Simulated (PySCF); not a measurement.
**Gas-phase XPS of Si(NCS)H3, computed**

Compound: Si(NCS)H3, CH3NSSi.
Cartesian coordinates in Å at the PBE0-D3(BJ)/def2-SVP level; atoms count from 1:
```
atom  x, y, z in Å
Si1   -0.003   -0.001   -1.102
N2    -0.011    0.027    0.625
C3     0.001    0.009    1.819
S4     0.015   -0.011    3.394
H5     1.410   -0.006   -1.573
H6    -0.708    1.213   -1.600
H7    -0.705   -1.231   -1.563
```

Theory: PySCF, delta-SCF UKS SCAN, pcX-2 on the ionised atom, pcseg-1 elsewhere, spin-free X2C. Binding energies are ΔSCF values: E(core-ionised, relaxed orbitals) − E(ground state) at a fixed geometry, referred to the vacuum level.

What binding energy does each computed site have?

| atom(s) | environment | level | binding energy (eV) | 2p1/2 (eV) | count |
| --- | --- | --- | --- | --- | --- |
| S4 | sulfur bonded to C | S 1s | 2477.22 | – | 1 |
| Si1 | silicon bonded to N and 3 H | Si 1s | 1847.89 | – | 1 |
| N2 | nitrogen bonded to C and Si | N 1s | 405.25 | – | 1 |
| C3 | carbon bonded to N and S | C 1s | 293.39 | – | 1 |
| Si1 | silicon bonded to N and 3 H | Si 2p3/2 | 107.95 | 108.58 | 1 |

Which photon wavelength matches the Si 1s of Si1 threshold?

λ = hc/E = 12398.42 eV Å / 1847.89 eV = 6.710 Å.

Not every level is listed. The 2p values aren't plain energy differences: one relaxed spin-free 2p hole is combined with a matrix within the shell (ground-state 2p orbital-energy differences and spin–orbit coupling). 2p3/2, the mean of its two sublevels, lies a third of the splitting below the shell's mean and 2p1/2 two thirds above it; the statistical areas are 2:1. 2p1/2 minus 2p3/2 (ligand field included): Si 0.63 eV. Isolated species at its PBE0-D3(BJ)/def2-SVP geometry, gas phase.

On an Arm Neoverse V1 with one thread (shared host), this took 16 s wall.
